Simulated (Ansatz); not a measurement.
`CC[O][GaH][F]` + H₂ → `CC[O][GaH2]` + H–F at 700 K and 1 bar (hydrogenolysis of a Ga–F bond).

Gas-phase electronic energies from Ansatz, PBE0-D4/def2-TZVP geometries. CCSD(T)/CBS is the MP2 limit (def2-TZVPP, def2-QZVPP) plus CCSD(T) − MP2 in def2-TZVPP, frozen cores. This one scheme is used for every species. For Ga outer-core shells are correlated without core-valence functions, which leaves a few kJ/mol of doubt a bond. Scalar relativity is left out up to krypton. One conformer a species, not always the lowest.

```csv
species,CCSD(T)/CBS energy (Eh),H − E (kJ/mol),S (J/(mol·K))
`CC[O][GaH][F]`,-2178.68248,286.7,479.6
H₂,-1.17544,46.8,155.3
`CC[O][GaH2]`,-2079.43172,292.8,446.8
H–F,-100.39570,45.2,198.5
```

H − E and S are ideal-gas, rigid-rotor, harmonic terms from PBE0-D4/def2-TZVP, for one conformer and one mirror image of each species. For small species the MP2-based limit differs from directly extrapolated CCSD(T) by up to some mEh (0.8 for H₂); such offsets cancel only in part. 1 Eh = 2625.50 kJ/mol, R = 8.31446 J/(mol·K).

**Question.** By hand: ΔE, ΔH, ΔS and ΔG.

**Answer.** ΔE = (-2079.43172) + (-100.39570) − (-2178.68248) − (-1.17544) = 0.03050 Eh = 80.1 kJ/mol. Δ(H − E) = 292.8 + 45.2 − 286.7 − 46.8 = 4.5, so ΔH = 84.6 kJ/mol. ΔS = 446.8 + 198.5 − 479.6 − 155.3 = 10.4 J/(mol·K). ΔG = 84.6 − 700 × (10.4)/1000 = 77.3 kJ/mol.

**Question.** By hand: the equilibrium constant, and the temperature at which ΔG would vanish if ΔH and ΔS stayed fixed.

**Answer.** log₁₀ K = −ΔG/(RT ln 10) = -5.8. ΔG = 0 at ΔH/ΔS = 8135 K, far beyond where these terms or the molecules hold.

The number of gas molecules stays the same, so ΔS is small and ΔH decides. A doubt of 5 kJ/mol in ΔE shifts log₁₀ K by 0.4 here. Other conformers and mirror images would add mixing entropy, several J/(mol·K) or more a flexible species. Modes under 60 cm⁻¹, often nearly free rotors, make the harmonic entropy too high. These are equilibria of isolated gas molecules and say nothing of rates. Largest T1 diagnostic: 0.014 (customary marks: 0.02 for closed shells, 0.045 for open ones).
